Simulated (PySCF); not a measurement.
Ligand exchange on a metal centre used in film growth or etching (Mo F-NH2). Gas-phase values, no solvent. One relaxed conformer stands for each flexible species; it need not be the lowest.

The HOMO–LUMO gap from two functionals at the same geometries (BP86-D3(BJ)/def2-SVP), both in PySCF: PBE-D3(BJ)/def2-TZVP and TPSSh-D3(BJ)/def2-TZVP. 

```
species                                    TPSSh-D3(BJ)/def2-TZVP (eV)
-----------------------------------------  ---------------------------
0 of 6 F replaced by NH2 ([Mo(F)6])                               5.42
1 of 6 F replaced by NH2 ([Mo(F)5(NH2)])                          3.21
2 of 6 F replaced by NH2 ([Mo(F)4(NH2)2])                         3.46
3 of 6 F replaced by NH2 ([Mo(F)3(NH2)3])                         3.71
4 of 6 F replaced by NH2                                          3.03
5 of 6 F replaced by NH2                                          3.08
```

Problem. What does PBE-D3(BJ)/def2-TZVP give for each?

Solution. 
- 0 of 6 F replaced by NH2 ([Mo(F)6]): 4.33
- 1 of 6 F replaced by NH2 ([Mo(F)5(NH2)]): 2.29
- 2 of 6 F replaced by NH2 ([Mo(F)4(NH2)2]): 2.54
- 3 of 6 F replaced by NH2 ([Mo(F)3(NH2)3]): 2.85
- 4 of 6 F replaced by NH2: 2.20
- 5 of 6 F replaced by NH2: 2.25
Over these rows, drawn at random from the members with no instability flagged (it was tested for open shells, ions and some series alone), PBE minus TPSSh-D3(BJ): mean -0.91 eV, from -1.09 eV to -0.83 eV.
